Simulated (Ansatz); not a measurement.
Geometry optimisation, RKS B3LYP/6-31G* in Ansatz.

The input (input.yaml):

```yaml
crystal:
  periodic: [false, false, false]
  atoms:
    - { symbol: B, position_ang: [-0.093163, 0.420868, -0.447242] }
    - { symbol: "N", position_ang: [-0.072684, 0.057721, 2.282591] }
    - { symbol: H, position_ang: [-0.704355, 0.054362, 3.083604] }
    - { symbol: H, position_ang: [0.877261, 0.059171, 2.655041] }
    - { symbol: O, position_ang: [1.145948, -0.116965, -0.657061] }
    - { symbol: H, position_ang: [1.134131, -1.010428, -1.030744] }
    - { symbol: O, position_ang: [-1.290101, -0.144607, -0.782345] }
    - { symbol: H, position_ang: [-1.229052, -1.052622, -1.114425] }
    - { symbol: H, position_ang: [-0.127502, 1.514995, 0.023099] }
    - { symbol: H, position_ang: [-0.190184, 0.974407, 1.811483] }
basis:
  gaussian: { orbitals: "6-31G*" }
hamiltonian:
  xc: b3lyp
relax:
  f_tol: 0.03
  max_steps: 50
```

Run as:

```bash
$ ansatz run input.yaml --threads 1 --pin off --max-ram 2048MiB --backend cpu --events-out ev --progress --plain --runs-dir out
```

Problem. Where does it end, and by what steps?

Solution. It converged. The force dipped under the threshold on the way, but the program's further checks kept it going. After 25 steps the energy has fallen by 0.537 eV; H9 moved furthest, 2.57 Å.

```tsv
step	energy less start (eV)	largest force component (eV/Å)	accepted
0	0.0000	0.701	yes
1	-0.0768	0.265	yes
2	-0.0923	0.230	yes
3	-0.0973	0.159	yes
4	-0.1010	0.102	yes
5	-0.1082	0.088	yes
6	-0.1139	0.570	yes
7	-0.1248	0.952	yes
8	-0.1708	0.783	yes
9	-0.2337	0.552	yes
10	-0.2829	0.701	yes
11	-0.3358	0.656	yes
12	-0.4085	0.418	yes
13	-0.4468	0.315	yes
14	-0.4560	0.650	yes
15	-0.4952	0.220	yes
16	-0.5150	0.126	yes
17	-0.5101	0.663	no
18	-0.5199	0.052	yes
19	-0.5274	0.030	yes
20	-0.5266	0.357	no
21	-0.5316	0.020	yes
22	-0.5342	0.082	yes
23	-0.5344	0.147	yes
24	-0.5354	0.115	yes
25	-0.5366	0.019	yes
```

```xyz
10
Properties=species:S:1:pos:R:3
B -0.014 0.482 -1.282
N 0.121 -0.273 2.327
H -0.277 -1.192 2.515
H 1.042 -0.266 2.765
O 0.962 0.410 -0.343
H 0.632 0.167 0.556
O -1.347 0.242 -1.039
H -1.506 0.011 -0.111
H 0.281 0.773 -2.403
H -0.444 0.403 2.839
```

The run took 120 s on 1 thread of Intel(R) Xeon(R) Platinum 8175M CPU @ 2.50GHz (Skylake/Cascade Lake), with other jobs on the host, peak memory 0.15 GiB.
